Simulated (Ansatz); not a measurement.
`C=NB(F)[SiH3]`, charge 0, multiplicity 1.

Question: Give a relaxed structure at PBE0-D4/def2-TZVP (the Gaussian-basis code of Ansatz). (Best estimate.)

Answer: Computed: 
Cartesian coordinates in Å:
```
C -2.083 0.565 0.511
N -1.138 -0.168 0.182
B -0.035 -0.890 -0.175
F -0.145 -2.206 -0.420
Si 1.759 0.045 -0.326
H -2.351 0.721 1.562
H -2.694 1.084 -0.235
H 2.314 -0.099 -1.701
H 2.742 -0.547 0.624
H 1.631 1.496 -0.022
```
Point group Cs.
This is one stationary point; other conformers may exist.
